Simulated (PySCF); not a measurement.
C₁₀H₁₀, SMILES C(CCc1ccccc1)#C, GFN2-xTB optimised geometry.

```
20

C     -3.11    -4.59     1.60
C     -2.49    -3.56     1.58
C     -1.75    -2.32     1.51
C     -1.48    -1.92     0.05
C     -0.71    -0.63     0.00
C     -1.38     0.59     0.01
C     -0.68     1.78     0.01
C      0.71     1.77     0.00
C      1.38     0.56     0.00
C      0.68    -0.63     0.00
H     -3.65    -5.48     1.64
H     -2.31    -1.53     2.01
H     -0.80    -2.44     2.04
H     -2.43    -1.82    -0.47
H     -0.91    -2.72    -0.44
H     -2.46     0.60     0.01
H     -1.21     2.72     0.01
H      1.26     2.70     0.00
H      2.46     0.54     0.00
H      1.21    -1.57    -0.01
```

Density from B3LYP/def2-SVP run with PySCF at that geometry.

Minimum of the electron density along straight lines between bonded atoms, close to the bond critical point (lines longer than 1.1 times the sum of covalent radii, or with two minima, are not listed):

```csv
bond,length / Å,ρ at the minimum / e bohr⁻³,∇²ρ there / e bohr⁻⁵,position (fraction from the first atom)
C1–C2,1.197,0.403,-1.07,0.48
C2–C3,1.447,0.273,-0.68,0.53
C3–C4,1.540,0.237,-0.53,0.51
C4–C5,1.501,0.258,-0.61,0.50
C5–C6,1.389,0.312,-0.80,0.50
C6–C7,1.383,0.315,-0.82,0.50
C7–C8,1.384,0.314,-0.82,0.50
C8–C9,1.384,0.314,-0.82,0.50
C5–C10,1.389,0.312,-0.80,0.50
C9–C10,1.383,0.315,-0.82,0.50
C1–H11,1.049,0.294,-1.22,0.65
C3–H12,1.094,0.276,-1.02,0.63
C3–H13,1.094,0.276,-1.02,0.63
C4–H14,1.092,0.278,-1.02,0.63
C4–H15,1.092,0.278,-1.02,0.63
C6–H16,1.081,0.283,-1.06,0.63
C7–H17,1.080,0.284,-1.08,0.63
C8–H18,1.080,0.284,-1.08,0.63
C9–H19,1.080,0.284,-1.08,0.63
C10–H20,1.081,0.283,-1.07,0.63
```
